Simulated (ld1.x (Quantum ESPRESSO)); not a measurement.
**Ranking ultrasoft potentials for arsenic**

All share these settings but for the change named:

As, ultrasoft, made with ld1.x (Quantum ESPRESSO) 7.5 (PBE, scalar-relativistic). Core [Ar] 3d10, reference 4s2 4p3. Waves: 4s (bound): rcut 1.45, rcutus 1.80 bohr; 4s channel at 3.6 Ry: rcut 1.45, rcutus 1.80 bohr; 4p (bound): rcut 1.55, rcutus 1.85 bohr; 4p channel at 2.2 Ry: rcut 1.55, rcutus 1.85 bohr; 4d channel at 0.05 Ry: rcut 1.75, rcutus 1.95 bohr; 4d channel at 1.45 Ry: rcut 1.75, rcutus 1.95 bohr. Local part: all-electron potential smoothed inside 1.70 bohr (lloc = -1). Core correction: none. Augmentation charge: PSQ, inside the norm-conserving radii.

Test errors are all-electron minus pseudo excitation energies from the reference, over 4s2 4p2; 4s2 4p1; 4s2 4p0; 4s1 4p3; 4s1 4p4; 4s2 4p3.3; 4s1 4p0. None of these files shows a bound ghost.

The base gives 49.7 meV.

Of 8 variants that were run, those that failed, showed a ghost or another fault, or gave nearly equal values are left out.

(1) Rank these variants by their largest absolute test error, smallest first.
A. core correction a·sin(br)/r model core inside 2.20 bohr
B. core correction a·sin(br)/r model core inside 1.70 bohr
C. core correction a·sin(br)/r model core inside 2.00 bohr

## Answers

(1) A (235.4 meV), C (322.0 meV), B (447.1 meV).
